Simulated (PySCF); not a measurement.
This PySCF input asks for the NMR shieldings of SMILES FC([C@H](OCOC)F)(F)F, C₄H₆F₄O₂; the geometry comes from GFN2-xTB.

```python
import basis_set_exchange as bse
import numpy as np
from pyscf import gto, dft
from pyscf.prop import nmr

atoms = """
C     2.198121   -0.363900   -0.577740
O     1.646145    0.498231    0.407777
C     0.814245   -0.133308    1.303777
O    -0.411053   -0.554674    0.699322
C    -1.180671    0.463935    0.221900
F    -1.928102    1.030717    1.226543
C    -2.144511   -0.112561   -0.831195
F    -1.443404   -0.576641   -1.873743
F    -2.884027   -1.111925   -0.368909
F    -2.971173    0.823227   -1.302217
H     1.412123   -0.867639   -1.146412
H     2.782930    0.270496   -1.238501
H     2.845364   -1.112485   -0.111108
H     0.611654    0.579670    2.111079
H     1.239698   -1.063466    1.702301
H    -0.594936    1.280760   -0.234286
"""
names = dict.fromkeys(["C", "O", "F", "H"], "pcSseg-1")
basis = {el: gto.basis.parse(bse.get_basis(n, elements=[el], fmt="nwchem")) for el, n in names.items()}
mol = gto.M(atom=atoms, basis=basis, charge=0, verbose=0)
mf = dft.RKS(mol, xc="PBE0")
mf.grids.level = 2
mf.grids.alignment = dft.numint.BLKSIZE   # the property module wants whole blocks of grid points
mf.conv_tol = 1e-9
mf.kernel()

calc = nmr.RKS(mf)   # GIAO
C = mf.mo_coeff
Co = C[:, mf.mo_occ > 0]
resp = mf.gen_response(singlet=True, hermi=2)
def vind(x):   # induced exchange potential for any number of trial vectors
    d = np.einsum("pi,xij,qj->xpq", C, 2 * x.reshape(-1, C.shape[1], Co.shape[1]), Co, optimize=True)
    return np.einsum("xpq,pi,qj->xij", resp(d - d.transpose(0, 2, 1)), C, Co, optimize=True).ravel()
mo1, _ = nmr.rhf.solve_mo1(calc, with_cphf=vind)
sigma = calc.kernel(mo1)
for i, s in enumerate(sigma):   # ppm
    w = np.linalg.eigvalsh((s + s.T) / 2)
    print("%2d %-2s iso %8.1f  s11 %8.1f  s22 %8.1f  s33 %8.1f" % (i, mol.atom_pure_symbol(i), w.mean(), *w))
```

**Question.** What are the results?

**Answer.** 
```
 0 C  iso    129.0  s11     92.6  s22    110.5  s33    183.7
 1 O  iso    288.7  s11    230.8  s22    310.0  s33    325.1
 2 C  iso     90.1  s11     61.7  s22     93.6  s33    114.8
 3 O  iso    220.3  s11    172.7  s22    205.6  s33    282.7
 4 C  iso     83.0  s11     55.7  s22     84.8  s33    108.5
 5 F  iso    351.6  s11    253.5  s22    387.1  s33    414.2
 6 C  iso     57.8  s11     51.4  s22     58.1  s33     63.8
 7 F  iso    266.8  s11    187.1  s22    261.9  s33    351.2
 8 F  iso    277.3  s11    200.7  s22    282.1  s33    349.2
 9 F  iso    265.5  s11    184.3  s22    263.7  s33    348.4
10 H  iso     27.7  s11     22.5  s22     28.3  s33     32.4
11 H  iso     28.0  s11     24.4  s22     25.5  s33     34.0
12 H  iso     28.5  s11     24.6  s22     26.1  s33     34.7
13 H  iso     26.3  s11     21.0  s22     27.1  s33     30.7
14 H  iso     26.9  s11     22.0  s22     26.9  s33     31.7
15 H  iso     25.8  s11     23.0  s22     26.6  s33     27.7
```

These numbers come from an equivalent density-fitted implementation of the same equations, which agrees with the script to about 0.01 ppm for H and up to a few tenths of a ppm for heavy atoms, so last digits may differ.

**Question.** Turn these shieldings into chemical shifts. Chemical shifts δ = σref − σ; TMS for ¹³C (σ = 186.93 ppm) and ¹H (σ = 31.72 ppm); ¹⁷O (σ = 336.08 ppm) vs H2O; ¹⁹F (σ = 170.95 ppm) vs CFCl3, all at this level.

**Answer.** Averaging equivalent atoms: C 6: 129.2; C 4: 103.9; C 2: 96.9; C 0: 58.0; O 3: 115.7; O 1: 47.4; F 7/8/9: -98.9; F 5: -180.7; H 15: 5.94; H 13: 5.45; H 14: 4.83; H 10/11/12: 3.66 ppm. Unscaled 19F shifts against computed CFCl3 carry errors that often reach 10 to 50 ppm. Experimental scales use liquid or dissolved standards, which lie at an offset from isolated H2O (liquid H2O: subtract about 36 ppm).

Size and cost of the density-fitted run: 200 basis functions, 34 s wall time on 1 thread of an Arm Neoverse V1, shared host.
